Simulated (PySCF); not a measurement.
Electron correlation in Cd (cadmium, neutral)

[Kr] 4d10 5s1 5p1, high-spin 3P determinant (an excited configuration). Calculation: PySCF 2.14, in ANO-RCC-VTZP; scalar relativity by spin-free X2C-1e. Frozen: [Kr]; 12 electrons correlated.

```tsv
level	correlation energy (mhartree)
CCSD	-312.48
(T)	-9.86
CCSD(T)	-322.34
```

Diagnostics: T1 = 0.014, D1 = 0.0521, largest double amplitude 0.027.

Problem. Is a single reference adequate?

Solution. Yes, within this model without spin-orbit coupling: T1 lies below 0.03 and no double amplitude reaches 0.07.

The basis was made for the ground configuration and has no added diffuse functions, which can raise the energy of the promoted electron.
